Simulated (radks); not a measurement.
Effect of the nuclear size on the holmium ion Ho+, [Xe] 4f11 6s1. Calculated with a radial shooting solver on a logarithmic mesh with Libxc functionals: Dirac Kohn-Sham, LDA (Slater exchange, Perdew-Wang correlation), spin-unpolarised, spherical densities, finite nucleus; open shells are shared between the two j in proportion to 2j + 1; Fermi nuclear charge, rms radius 5.2022 fm. The rms radius is varied about that value; shifts are against it.

| rms radius (fm) | total energy shift (eV) | density at nucleus (e/bohr^3) | 1s1/2 shift (meV) | 2s1/2 shift (meV) | 4p1/2 shift (meV) | 5s1/2 shift (meV) | 5p1/2 shift (meV) | 6s1/2 shift (meV) | 6p1/2 (empty) shift (meV) |
|---|---|---|---|---|---|---|---|---|---|
| 4.4115 | -8.06 | 8.4e+05 | -3310 | -438 | 0.242 | -3.47 | 0.217 | -0.295 | 0.084 |
| 4.9681 | -2.49 | 8.125e+05 | -1020 | -135 | 0.074 | -1.07 | 0.067 | -0.091 | 0.026 |
| 5.2022 | 0 | 8.021e+05 | 0.000 | 0.000 | 0.000 | 0.000 | 0.000 | 0.000 | 0.000 |
| 5.608 | 4.51 | 7.854e+05 | 1850 | 245 | -0.134 | 1.94 | -0.121 | 0.165 | -0.047 |
| 6.2166 | 11.7 | 7.63e+05 | 4810 | 636 | -0.347 | 5.04 | -0.315 | 0.429 | -0.121 |

Slopes of the eigenvalues against <r^2> in GHz/fm^2, as finite differences over the two radii next to the reference (eigenvalue slopes, not the field-shift constants of lines): 1s1/2 103000, 2s1/2 13600, 4p1/2 -7.45, 5s1/2 107, 5p1/2 -6.72, 6s1/2 9.15, 6p1/2 (empty) -2.59.
